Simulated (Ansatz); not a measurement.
One geometry of BeCl2⁻, several levels of theory.

```yaml
crystal:
  periodic: [false, false, false]
  atoms:
    - {symbol: Be, position_ang: [0.268483, 0.511423, 0.231977]}
    - {symbol: Cl, position_ang: [1.391888, -0.980711, -0.283931]}
    - {symbol: Cl, position_ang: [-1.660371, 0.469288, 0.051953]}
basis:
  gaussian: {orbitals: def2-TZVPD, initial_orbitals: start.molden}
total_charge: -1
magnetization: {spin_polarized: true, initial_magnetization: 1}
hamiltonian: {xc: pbe}
correlation: {method: rpa}
scf: {omitted_lower_state_checks: [starts]}
```

The file start.molden holds the orbitals of an earlier run on this structure, at another level or in another basis.

```sh
$ ansatz run in.yaml --threads 4 --pin off --events-out ev --progress --plain --max-ram 3916MiB
```

Output, abridged:

```
Functional definition: PBE
711 factors; integrals over basis functions are off by at most 6.2e-4 eV
mean field evaluation 1: about -25440.4827 eV, gradient 8.1e0 eV
mean field evaluation 2: about -25440.5413 eV, gradient 1.1e-1 eV
mean field evaluation 4: about -25440.5402 eV, gradient 2.1e-3 eV
mean field evaluation 8: about -25440.5402 eV, gradient 1.4e-6 eV
mean field -25440.54020978 eV, -934.9226084920 hartree, gradient 2.7e-6 eV, S^2 0.751579; 0 other end points of the search recorded, 0 dependent functions left out
10 core orbitals not correlated: weight in the atoms' cores, before any rotation towards them, 1.000 or more for the frozen orbitals, at most 0.000 for the correlated occupied ones
reference -25409.67986215 eV, -933.7885116346 hartree; 10, 9 occupied and 94, 95 virtual orbitals, 711 factors
Total energy: -25430.21170197 eV, -934.5430428309 hartree
Checks for a lower state left out: starts
```

Run time 1.4 s (4 threads of Arm Neoverse V1 on a shared host).

As the first input, with `hamiltonian: {xc: {name: LC-wPBE, parameters: {omega: 0.1/bohr}}}`, `output: {orbitals: {seedname: orbitals}}` and without the key `correlation` (abridged; 1.6 s):

```
Functional definition: LC-wPBE
mean field -25442.32964444 eV, -934.9883690029 hartree, gradient 2.3e-5 eV, S^2 0.751456
Total energy: -25442.32964454 eV, -934.9883690064 hartree
Checks for a lower state left out: starts
```

First input, but with `hamiltonian: {xc: hf}`, `output: {orbitals: {seedname: orbitals}}` and without the key `correlation` (abridged; 0.55 s):

```
Functional definition: HF
mean field -25410.44643719 eV, -933.8166827476 hartree, gradient 1.4e-5 eV, S^2 0.751909
Total energy: -25410.44643719 eV, -933.8166827476 hartree
Checks for a lower state left out: starts
```

First input, but with `hamiltonian: {xc: {name: LC-wPBE, parameters: {omega: 0.3/bohr}}}`, `output: {orbitals: {seedname: orbitals}}` and without the key `correlation` (abridged; 1.2 s):

```
Functional definition: LC-wPBE
mean field -25443.65461410 eV, -935.0370607395 hartree, gradient 2.2e-5 eV, S^2 0.751284
Total energy: -25443.65461411 eV, -935.0370607399 hartree
Checks for a lower state left out: starts
```

As the first input, with `correlation: {method: mp2}`, `output: {orbitals: {seedname: orbitals}}` and without the key `hamiltonian` (abridged; 0.6 s):

```
Functional definition: HF
mean field -25410.44656835 eV, -933.8166875677 hartree, gradient 1.7e-6 eV, S^2 0.751909
10 core orbitals not correlated: weight in the atoms' cores, before any rotation towards them, 1.000 or more for the frozen orbitals, at most 0.000 for the correlated occupied ones
second order -12.09370502 eV of doubles, -0.00000000 eV of singles
Total energy: -25422.54027337 eV, -934.2611230298 hartree
Checks for a lower state left out: starts
```

As the first input, with `hamiltonian: {xc: {name: wB97X-V}}`, `output: {orbitals: {seedname: orbitals}}` and without the key `correlation` (abridged; 3.2 s):

```
Functional definition: wB97X-V
mean field -25447.72187507 eV, -935.1865298235 hartree, gradient 9.1e-6 eV, S^2 0.750765
Total energy: -25447.72187510 eV, -935.1865298245 hartree
Checks for a lower state left out: starts
```

Geometry: PBE-D4/def2-TZVPD.

Correlated methods freeze 10 core orbitals. The structure comes from a short search, and lower isomers may exist.
